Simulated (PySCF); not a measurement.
**Shapes and spin states of In3**

All numbers come from PBE0/[In def2-TZVP with ECP28], scalar-relativistic core potentials, density fitting, no spin–orbit coupling, PySCF.

Relaxations began from a few typed shapes and spin states; open shells are unrestricted. The search is not exhaustive: other isomers or separated fragments can lie lower, and high-lying points may rest on an excited occupation.

Question: Which is the lowest minimum found?
A. doublet D3h: In–In 2.905 Å (×3); In–In–In 60.0° (×3)
B. quartet C2v: In–In 2.924 Å, In–In 3.148 Å (×2); In–In–In 55.3°, In–In–In 62.3° (×2)
C. broken-symmetry Ms = 1/2 (⟨S²⟩ 1.49) D∞h: In–In 2.955 Å (×2); In–In–In 180.0°
D. broken-symmetry Ms = 1/2 (⟨S²⟩ 1.77) C2v: In–In 2.932 Å (×2), In–In 3.472 Å; In–In–In 53.7° (×2), In–In–In 72.6°
E. quartet D∞h: In–In 2.865 Å (×2); In–In–In 180.0°
F. quartet C2v: In–In 2.928 Å (×2), In–In 3.518 Å; In–In–In 53.1° (×2), In–In–In 73.8°

Answer: F. The others lie at 5.9 (quartet C2v, a saddle point), 21.2 (doublet D3h), 23.7 (broken-symmetry Ms = 1/2 C2v), 24.2 (quartet D∞h), 36.3 (broken-symmetry Ms = 1/2 D∞h) kJ/mol above it.

For the lowest minimum: no spin–orbit coupling is included, which matters more the heavier the element.

The electron or spin density has lower symmetry than the nuclear frame for the broken-symmetry Ms = 1/2 (⟨S²⟩ 1.49) D∞h at 36.3 kJ/mol.
